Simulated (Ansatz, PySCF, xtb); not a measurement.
Noncovalent pair: H2 (SMILES [H][H]) (first 2 atoms) with CH2O2 (SMILES O=CO); geometry from B3LYP-D3(BJ)/def2-TZVP, rigid monomers moved along the line of their centres of mass till H2···H7 is 2.01 Å.
(charge 0, multiplicity 1):
```
atom    x (Å)    y (Å)    z (Å)
----  -------  -------  -------
H      0.0150   0.4129  -0.4402
H     -0.0776  -0.1963  -0.0196
O     -0.1441  -1.1631   2.4930
C      0.0647  -0.1567   3.1081
O      0.2608   1.0552   2.5657
H      0.1247  -0.0872   4.2017
H      0.2020   0.9613   1.5995
```

Interaction energies are E(AB) − E(A) − E(B) at the monomers' geometry in the complex; basis-set methods are counterpoise corrected. Rows marked so take none.

Rows in 6-31G*, STO-3G carry no dispersion term and start afresh at each structure (6-31G* with six Cartesian d functions).

Codes used: Ansatz (Gaussian basis) for Hartree–Fock, density functionals and correlated methods; PySCF for 6-31G* rows, STO-3G rows, the dispersion terms; xtb for the GFN methods. Each number belongs to the level named beside it.

### Question
One of these levels gives -29.8 meV for the interaction energy. Which one is it?
A) HF/STO-3G (no counterpoise)
B) GFN1-xTB
C) PBE-D3(BJ)/def2-TZVPPD
D) B3LYP/6-31G*

### Answer
B, GFN1-xTB. The others give 55.6 (HF/STO-3G (no counterpoise)), -52.3 (PBE-D3(BJ)/def2-TZVPPD), 17.0 (B3LYP/6-31G*)

Ansatz is a quantum-chemistry and plane-wave program.
